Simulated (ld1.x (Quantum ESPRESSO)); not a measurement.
## u(r) = r·R(r): atom against pseudo-atom (silver (Ag))

Columns: radius, all-electron u(r) and pseudo u(r) of the 4d shell (level -7.44 eV) of silver in the configuration [Ar] 3d10 4s2 4p6 4d10 5s1 5p0; PBE, scalar-relativistic, TM scheme, ld1.x (Quantum ESPRESSO) 7.5.

| r (bohr) | all-electron | pseudo |
| --- | --- | --- |
| 0.095 | 0.1974 | -0.0042 |
| 0.190 | 0.4339 | -0.0317 |
| 0.285 | 0.3876 | -0.0989 |
| 0.380 | 0.1535 | -0.2092 |
| 0.475 | -0.1343 | -0.3526 |
| 0.570 | -0.3975 | -0.5090 |
| 0.665 | -0.6046 | -0.6550 |
| 0.760 | -0.7501 | -0.7720 |
| 0.855 | -0.8395 | -0.8505 |
| 0.950 | -0.8840 | -0.8907 |
| 1.045 | -0.8950 | -0.8991 |
| 1.140 | -0.8828 | -0.8847 |
| 1.235 | -0.8550 | -0.8557 |
| 1.330 | -0.8177 | -0.8178 |
| 1.425 | -0.7750 | -0.7750 |
| 1.520 | -0.7297 | -0.7297 |
| 1.615 | -0.6839 | -0.6839 |
| 1.710 | -0.6387 | -0.6387 |
| 1.805 | -0.5951 | -0.5951 |
| 1.900 | -0.5535 | -0.5535 |
| 1.995 | -0.5141 | -0.5141 |
| 2.090 | -0.4771 | -0.4771 |
| 2.185 | -0.4425 | -0.4425 |
| 2.280 | -0.4102 | -0.4102 |
| 2.375 | -0.3802 | -0.3802 |
| 2.470 | -0.3524 | -0.3524 |

**Question.** How many radial nodes do the two functions have?

**Answer.** The all-electron 4d function has n − l − 1 = 1; the pseudo-wave has 0, since the states of the same l below it are removed with the core.

**Question.** At about which radius was the pseudo-wave matched?

**Answer.** 1.50 bohr. The columns agree to 0.0005 from 1.33 bohr on; several derivatives are matched, so the curves merge somewhat inside the radius.

**Question.** Is the pseudo-wave norm-conserving?

**Answer.** Yes: the TM scheme keeps the norm inside the radius equal to the all-electron one, which fixes the energy derivative of the logarithmic derivative at the level.
